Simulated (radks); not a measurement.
Values are calculated unless marked as measured or tabulated.
Er IX, 60 electrons, occupied as [Kr] 4d10 4f(5/2: 6, 7/2: 1) 5s2 5p(1/2: 2, 3/2: 3) (not the ground configuration).

Code: a radial shooting solver on a logarithmic mesh with Libxc functionals. Model: Dirac Kohn-Sham, PBE, spin-unpolarised, spherical densities, finite nucleus; Fermi nuclear charge, rms radius 5.2516 fm.

Energy parts (hartree):
total: -13080.1932
kinetic: 14438.5607
electron-nucleus: -32026.2577
Hartree: 4780.7015
exchange-correlation: -273.1977

Orbitals (lengths in bohr, moments of r in powers of bohr):
1s1/2: occ. 2; eigenvalue (hartree) -2111.154; <1/r> 77.54
2s1/2: occ. 2; eigenvalue (hartree) -359.2958; <1/r> 18.65
2p1/2: occ. 2; eigenvalue (hartree) -342.5056; <1/r> 18.62
2p3/2: occ. 4; eigenvalue (hartree) -308.8257; <1/r> 16.15
3s1/2: occ. 2; eigenvalue (hartree) -85.14428; <1/r> 6.824
3p1/2: occ. 2; eigenvalue (hartree) -77.77178; <1/r> 6.739
3p3/2: occ. 4; eigenvalue (hartree) -70.70089; <1/r> 6.108
3d3/2: occ. 4; eigenvalue (hartree) -58.07595; <1/r> 5.992
3d5/2: occ. 6; eigenvalue (hartree) -56.53248; <1/r> 5.838
4s1/2: occ. 2; eigenvalue (hartree) -21.37141; <1/r> 2.884
4p1/2: occ. 2; eigenvalue (hartree) -18.40996; <1/r> 2.780
4p3/2: occ. 4; eigenvalue (hartree) -16.77204; <1/r> 2.566
4d3/2: occ. 4; eigenvalue (hartree) -11.87703; <1/r> 2.363
4d5/2: occ. 6; eigenvalue (hartree) -11.57128; <1/r> 2.311
4f5/2: occ. 6; eigenvalue (hartree) -5.57101; <1/r> 1.924
4f7/2: occ. 1; eigenvalue (hartree) -5.51691; <1/r> 1.906
5s1/2: occ. 2; eigenvalue (hartree) -6.47986; <1/r> 1.216
5p1/2: occ. 2; eigenvalue (hartree) -5.51550; <1/r> 1.127
5p3/2: occ. 3; eigenvalue (hartree) -5.19580; <1/r> 1.059

The highest occupied level is 5p3/2 at -141.38 eV. Summed over all electrons, <r^2> = 21.88 bohr^2, which gives a Langevin (diamagnetic) susceptibility term of -17.3 x 10^-6 cm^3/mol. The electron density at the nucleus is 8.731e+05 e/bohr^3.
